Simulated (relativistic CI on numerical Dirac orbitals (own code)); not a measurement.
Calculated at this level of theory: Dirac-Coulomb-Breit CI, separate exchange-only KLI orbitals for each configuration, model QED, unscaled Slater integrals (own radial code, finite nucleus).

Configuration list (outside the closed core [Ar] 3d10): 4s2.4p6.4d10.4f13, 4s2.4p6.4d10.4f12.5s, 4s2.4p6.4d10.4f11.5s2, 4s2.4p6.4d10.4f12.5p, 4s2.4p6.4d10.4f11.5s.5p, 4s2.4p6.4d10.4f11.5p2, 4s2.4p6.4d9.4f14, 4s2.4p6.4d10.4f11.5s.5d, 4s2.4p6.4d10.4f12.5d, 4s2.4p6.4d10.4f11.5p.5d, 4s2.4p6.4d9.4f12.5s2, 4s2.4p6.4d10.4f12.5f, 4s2.4p6.4d10.4f12.6s, 4s2.4p6.4d10.4f11.5d2, 4s2.4p6.4d9.4f13.5s, 4s2.4p6.4d9.4f12.5s.5p, 4s2.4p5.4d10.4f14, 4s2.4p6.4d10.4f12.6p, 4s2.4p6.4d9.4f12.5p2, 4s2.4p6.4d10.4f12.5g, 4s2.4p6.4d10.4f12.6d, 4s2.4p6.4d9.4f13.5p, 4s2.4p6.4d10.4f12.6f, 4s2.4p6.4d10.4f12.7s, 4s.4p6.4d10.4f14, 4s2.4p6.4d8.4f14.5s, 4s2.4p6.4d10.4f12.7p, 4s2.4p5.4d10.4f12.5s2, 4s2.4p6.4d8.4f13.5s2, 4s2.4p6.4d8.4f14.5p, 4s2.4p6.4d8.4f14.5d, 4s2.4p5.4d10.4f13.5s, 4s2.4p5.4d9.4f14.5s, 4s.4p6.4d10.4f13.5s. Levels of other configurations are missing.

At this charge transitions that keep the count of f electrons are usually good to a few per cent. Terms inside the open d or f shell come out 10 to 20 % too wide with unscaled integrals. Levels that differ in their count of f electrons can be misplaced by several ten thousand cm⁻¹, since the correlation energy of f electrons is missing or only estimated; rates across such gaps can be off by orders of magnitude.

Outline of the computed level scheme of Hg XXII. Lowest level of each configuration: 4s2.4p6.4d10.4f13 2F°_7/2 at 0.0000 eV; 4s2.4p6.4d10.4f12.5s 4H_13/2 at 33.3896 eV; 4s2.4p6.4d10.4f11.5s2 4I°_15/2 at 73.8036 eV; 4s2.4p6.4d10.4f12.5p 4G°_11/2 at 79.2677 eV.

Some strong electric-dipole decays among the lowest 45 levels: 4s2.4p6.4d10.4f12.5p 4G°_11/2 → 4s2.4p6.4d10.4f12.5s 4H_13/2 (1.6e+10 s⁻¹); 4s2.4p6.4d10.4f12.5p 2F°_7/2 → 4s2.4p6.4d10.4f12.5s 4F_9/2 (1.5e+10 s⁻¹); 4s2.4p6.4d10.4f12.5p 2I°_13/2 → 4s2.4p6.4d10.4f12.5s 4H_11/2 (1.3e+10 s⁻¹); 4s2.4p6.4d10.4f12.5p 4G°_9/2 → 4s2.4p6.4d10.4f12.5s 2H_11/2 (1.3e+10 s⁻¹); 4s2.4p6.4d10.4f12.5p 2G°_9/2 → 4s2.4p6.4d10.4f12.5s 2G_7/2 (1.2e+10 s⁻¹); 4s2.4p6.4d10.4f12.5p 2G°_9/2 → 4s2.4p6.4d10.4f12.5s 4F_9/2 (9.0e+09 s⁻¹); 4s2.4p6.4d10.4f12.5p 2I°_13/2 → 4s2.4p6.4d10.4f12.5s 4H_13/2 (8.0e+09 s⁻¹); 4s2.4p6.4d10.4f12.5p 4G°_9/2 → 4s2.4p6.4d10.4f12.5s 4H_9/2 (5.1e+09 s⁻¹).

LS names give the leading component of a level, which can be under half, so a name can repeat, a term be missing and a line seem to break the LS rules.
